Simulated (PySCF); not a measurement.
# ErO(OH) at several levels of theory

Computed with PySCF 2.14.0 (density fitting, no spin-orbit coupling) at the geometry relaxed with PBE0:

```xyz
4
ErO(OH) (singlet in the valence; each metal's 4f electrons, 11 of them, lie in its core potential, out of spins and levels)
Er   -0.0178   -0.0436   -0.4086
O     1.2380    0.0316    0.9064
O    -1.9115    0.0228    0.3286
H    -2.3652    0.0780    1.1722
```

| level | basis | state | HOMO (eV) | gap (eV) | charge on Er1 (e) | population of f-type functions on Er1 (polarisation alone where 4f lies in the core) | dipole about the centre of mass (D) | largest force component (eV/Å) |
| --- | --- | --- | --- | --- | --- | --- | --- | --- |
| PBE0 | Er lcecp-1-SVP with ECP57, O def2-SVP, H def2-SVP | singlet | -6.30 | 4.10 | 0.79 | 0.08 | 6.19 | 0.01 |
| PBE0 | Er lcecp-1-TZVP with ECP57, O def2-TZVP, H def2-TZVP | singlet | -6.30 | 4.09 | 1.25 | 0.07 | 6.47 | 0.28 |

In the lcecp rows the 4f levels are missing from HOMO and gap, and the state counts the valence alone.

Charges are Mulliken's, which hang on the basis. The relaxation used the grid (50, 194), these runs (75, 302) or, all-electron (x2c bases, spin-free X2C Hamiltonian), (99, 590).

(1) A further run in the first row's basis gives HOMO (eV) -4.87, gap (eV) 3.02, charge on Er1 (e) 0.89, population of f-type functions on Er1 (polarisation alone where 4f lies in the core) 0.07, dipole about the centre of mass (D) 6.01, largest force component (eV/Å) 0.45. Which level was it?
A. CAM-B3LYP
B. M06-L

An lcecp potential fixes the number of 4f electrons, so in runs with it no electron can move into or out of that shell.

## Answers

(1) B. The others give HOMO -7.63 eV (CAM-B3LYP).
